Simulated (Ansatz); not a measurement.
Input for Ansatz (a quantum-chemistry and plane-wave program): R-CCSD(T)/def2-TZVPP on CH4OSn (SMILES C[O][SnH]), a point of a torsion scan. Elements past Kr take the def2 small-core potentials; no spin–orbit coupling. The run froze 11 orbitals, filled d shells among them.

Ansatz 0.2 input:
```yaml
crystal:
  periodic: [false, false, false]
  atoms:
    - {symbol: C, position_ang: [-0.97750386, -0.27641241, -0.01563719]}
    - {symbol: O, position_ang: [0.11823471, 0.57132857, -0.23991249]}
    - {symbol: Sn, position_ang: [2.01126190, 1.14661519, -0.07449966]}
    - {symbol: H, position_ang: [-1.03882579, -1.02136380, -0.81239832]}
    - {symbol: H, position_ang: [-1.89337068, 0.31975546, -0.01827705]}
    - {symbol: H, position_ang: [-0.89132873, -0.78881480, 0.94364830]}
    - {symbol: H, position_ang: [2.58741520, 0.45782573, 1.63988095]}
basis:
  gaussian:
    orbitals: def2-TZVPP
magnetization: {spin_polarized: false}
correlation: {method: ccsd_t, electrons: outside_noble_gas}
scf: {lower_state_search: off}
```

The head of its log:

```
WARN ansatz: RAYON_NUM_THREADS=1 ignored (pool sized by the plan → 1); use --threads N
Functional definition: HF
these checks for a lower state are left out or cut short: stability, starts, cluster_reference, orbital_swaps, neighbouring_geometries, increment
integrals: 0.48 GiB planned
1172 factors; integrals over basis functions are off by at most 9.3e-4 eV
mean field: 0.47 GiB planned
mean field evaluation 1: about -8933.7704 eV, gradient 3.8e1 eV
mean field evaluation 2: about -8933.9232 eV, gradient 3.9e1 eV
mean field evaluation 4: about -8937.1226 eV, gradient 3.5e0 eV
mean field evaluation 8: about -8937.1849 eV, gradient 3.0e-1 eV
mean field evaluation 16: about -8937.1857 eV, gradient 2.1e-6 eV
mean field -8937.18571285 eV, -328.4355171052 hartree, gradient 2.1e-6 eV, S^2 0.000000; 0 other end points of the search recorded, 0 dependent functions left out
11 core orbitals not correlated
reference -8937.18571285 eV, -328.4355171052 hartree; 9, 9 occupied and 148, 148 virtual orbitals, 1172 factors
```

Question: What total energy does the run end on?

Answer: -328.9884 hartree (reference determinant -328.4355, T1 diagnostic 0.018).
